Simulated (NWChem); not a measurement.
Molecule: GaH2Cl; SMILES [GaH2][Cl]

```xyz
4

Ga     0.0000     0.0000     0.7658
H      0.0000    -1.4108     1.4289
H      0.0000     1.4108     1.4289
Cl     0.0000     0.0000    -1.3908
```
Atoms are numbered in this order, from 1.

All runs use the structure optimised with PBE0/def2-SVP.

Problem. Give the principal values of the shielding tensors (ppm) of Ga1, Cl4 from PBE0/pcSseg-1, GIAO (NWChem), with their diamagnetic and paramagnetic parts as GIAO splits them.

Solution. 
```
atom     σ11     σ22     σ33  isotropic  diamagnetic  paramagnetic
----  ------  ------  ------  ---------  -----------  ------------
Ga1   1067.3  1285.2  1353.8     1235.4       2638.3       -1402.9
Cl4    490.7   859.8  1080.1      810.2       1148.7        -338.5
```
